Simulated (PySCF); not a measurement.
## Exercise with solution: oscillator strength and radiative lifetime

C3H7FOSi, SMILES C[C@H]([SiH2]C=O)F.

The structure is a stationary point at r2SCAN-D4/def2-SVP. The structure was generated by enumeration; whether it is a known compound was not checked. The values are those of a single conformer.

TDDFT-PBE/def2-SVPD run with PySCF 2.14.0 puts the first singlet state with f over 0.02 at 5.24 eV (vertical), with the transition dipole (0.453, -0.149, -0.008) in atomic units.

Task: Find the oscillator strength, the wavelength and the radiative lifetime that this transition would have in vacuum if emission retraced absorption.

Result: 
|μ|² = 0.2275 au, so |μ| = 1.21 D. ΔE = 5.24/27.211 = 0.1926 hartree. f = (2/3) ΔE |μ|² = 0.029 (the program prints 0.029).
λ = 1239.84/5.24 = 237 nm; ν = 42263 cm⁻¹.
Einstein's coefficient A = 0.6670 ν² f s⁻¹ (ν in cm⁻¹) = 3.5e7 s⁻¹, so τ = 1/A = 29 ns. This state is S3; the lower singlets have f = 0.001, 0.014. The figure is the radiative limit of this one transition; relaxation, internal conversion, crossing to triplets and a medium change what is measured.
